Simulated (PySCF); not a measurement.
Gas-phase reaction: 2 GaH₃.NH₃ + 4 N ⇌ Ga₂H₆ + 6 NH. Level: ωB97M-V/def2-TZVP†; standard pressure 1 bar.

Method: PySCF energies plus ideal-gas RRHO corrections (1 bar). † marks an energy on the PBE0/def2-TZVP geometry and frequencies. Open shells (unrestricted): N (multiplicity 4), NH (multiplicity 3); the rest are closed-shell singlets. Ga: all electrons, no relativistic terms. Adducts (GaH₃.NH₃) have no counterpoise correction, and HF, PBE, BLYP, B3LYP and PBE0 lack dispersion. GaH₃.NH₃, Ga₂H₆: computed as isolated molecules; such fragments, hydroxides, amides, oligomers or adducts are transient or little studied in the gas. The harmonic model lacks anharmonicity and excited electronic states, which grow with temperature; levels with a mode under 35 cm⁻¹ are left out. Soft modes under 120 cm⁻¹ make the harmonic entropy rough for GaH₃.NH₃.

```tsv
T (K)	1000/T (1/K)	log10 K
500	2.0000	-30.25
600	1.6667	-23.41
800	1.2500	-14.88
1000	1.0000	-9.80
1200	0.8333	?
1400	0.7143	-4.10
```

Problem. Fit log10 K = a + b·(1000/T) to the five rows, get the mean ΔH° and ΔS°, and predict log10 K at 1200 K.

Solution. Means: 1000/T = 1.3262, log10 K = -16.488. Sums of products about the means: Sxy = -21.51415, Sxx = 1.056581, so b = Sxy/Sxx = -20.36 and a = -16.488 − (-20.36)×1.3262 = 10.51.
ΔH° = −R ln 10 × 1000 K × b = −19.145 × (-20.36) = 390 kJ; ΔS° = R ln 10 × a = 201 J/K. The run's own values go from 393 kJ and 208 J/K at 500 K to 376 kJ and 190 J/K at 1400 K.
Prediction at 1200 K: 10.51 + (-20.36)×0.8333 = -6.46. The computed value is -6.46, 0.00 from the line.
For scale, ΔH°(298 K) is 392 kJ at this level, 386 kJ at ωB97X-V/def2-TZVP†, and runs from 279 to 553 kJ over the 19 levels computed.
